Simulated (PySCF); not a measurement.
Vertical excitations of a molecule C2H5ClO2Si from PySCF with TDA-B3LYP/def2-SVPD, as energy in eV (oscillator strength): 5.98 (0.002), 6.31 (0.004), 6.48 (0.166), 6.81 (0.038), 6.99 (0.004), 7.18 (0.048), 7.30 (0.008), 7.36 (0.001), 7.36 (0.014), 7.63 (0.010). Lowest triplet (TDA): 4.00 eV. Geometry: B3LYP-D3(BJ)/def2-SVP. Other conformers were not sampled.

Identify the compound among the candidates.
A. CC(=O)[Si@@H](O)Cl
B. C[C@H]1O[Si@@H](Cl)O1
C. C[Si@@H](Cl)OC=O
D. C=C(Cl)[SiH](O)O

D, C=C(Cl)[SiH](O)O
